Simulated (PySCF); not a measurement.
# Spinor energies of In³⁺ (indium, charge +3)

Start: [Kr] 4d10. Calculated with PySCF 2.14 in x2c-SVPall-2c with one added diffuse shell each of s, p type (7s9p4d, 54 functions): generalised Hartree-Fock with the X2C-1e Hamiltonian and a Gaussian nucleus; one run each with spin-orbit coupling (SO) switched off, then screened by Boettger's factors. This is a chosen level, not necessarily the ground level.

```json
{"spinor shell": "1s1/2", "electrons": "2", "ε, spin-free (eV)": "-28108.2", "ε, screened SO (eV)": "-28105.9", "weight of nominal j (screened SO)": "1.000", "rms radius, screened SO (bohr)": "0.0341"}
{"spinor shell": "2s1/2", "electrons": "2", "ε, spin-free (eV)": "-4324.4", "ε, screened SO (eV)": "-4323.8", "weight of nominal j (screened SO)": "1.000", "rms radius, screened SO (bohr)": "0.139"}
{"spinor shell": "2p1/2", "electrons": "2", "ε, spin-free (eV)": "-3878.7", "ε, screened SO (eV)": "-4025.1", "weight of nominal j (screened SO)": "1.000", "rms radius, screened SO (bohr)": "0.120"}
{"spinor shell": "2p3/2", "electrons": "4", "ε, spin-free (eV)": "-3878.7", "ε, screened SO (eV)": "-3811.6", "weight of nominal j (screened SO)": "1.000", "rms radius, screened SO (bohr)": "0.125"}
{"spinor shell": "3s1/2", "electrons": "2", "ε, spin-free (eV)": "-884.19", "ε, screened SO (eV)": "-884.01", "weight of nominal j (screened SO)": "1.000", "rms radius, screened SO (bohr)": "0.371"}
{"spinor shell": "3p1/2", "electrons": "2", "ε, spin-free (eV)": "-734.40", "ε, screened SO (eV)": "-761.66", "weight of nominal j (screened SO)": "1.000", "rms radius, screened SO (bohr)": "0.365"}
{"spinor shell": "3p3/2", "electrons": "4", "ε, spin-free (eV)": "-734.40", "ε, screened SO (eV)": "-721.81", "weight of nominal j (screened SO)": "1.000", "rms radius, screened SO (bohr)": "0.376"}
{"spinor shell": "3d3/2", "electrons": "4", "ε, spin-free (eV)": "-502.20", "ε, screened SO (eV)": "-506.83", "weight of nominal j (screened SO)": "1.000", "rms radius, screened SO (bohr)": "0.351"}
{"spinor shell": "3d5/2", "electrons": "6", "ε, spin-free (eV)": "-502.20", "ε, screened SO (eV)": "-498.94", "weight of nominal j (screened SO)": "1.000", "rms radius, screened SO (bohr)": "0.353"}
{"spinor shell": "4s1/2", "electrons": "2", "ε, spin-free (eV)": "-174.30", "ε, screened SO (eV)": "-174.27", "weight of nominal j (screened SO)": "1.000", "rms radius, screened SO (bohr)": "0.907"}
{"spinor shell": "4p1/2", "electrons": "2", "ε, spin-free (eV)": "-127.43", "ε, screened SO (eV)": "-132.16", "weight of nominal j (screened SO)": "1.000", "rms radius, screened SO (bohr)": "0.970"}
{"spinor shell": "4p3/2", "electrons": "4", "ε, spin-free (eV)": "-127.43", "ε, screened SO (eV)": "-125.24", "weight of nominal j (screened SO)": "1.000", "rms radius, screened SO (bohr)": "0.995"}
{"spinor shell": "4d3/2", "electrons": "4", "ε, spin-free (eV)": "-57.172", "ε, screened SO (eV)": "-57.687", "weight of nominal j (screened SO)": "1.000", "rms radius, screened SO (bohr)": "1.25"}
```

(1) Where does 4d5/2 lie, and what is the 4d spin-orbit splitting (screened SO)?

| quantity | spin-free | screened SO |
| --- | --- | --- |
| E (hartree) | -5875.22430 | -5876.47551 |
| M_J | 0 | 0 |
| ⟨J²⟩ | 0.000 | 0.000 |
| ⟨L²⟩ | 0.000 | 0.014 |
| ⟨S²⟩ | 0.000 | 0.014 |

Breit and QED terms are absent; they matter most for the inner s and p1/2 levels.

Densities and radii are taken from the X2C orbitals without a picture-change correction, which distorts them close to the nucleus.

Without spin-orbit coupling the j labels of p, d and f shells carry no meaning; the spin-free column gives the mean over the occupied spinors of each nl shell.

## Answers

(1) At -56.811 eV, 0.875 eV above 4d3/2.
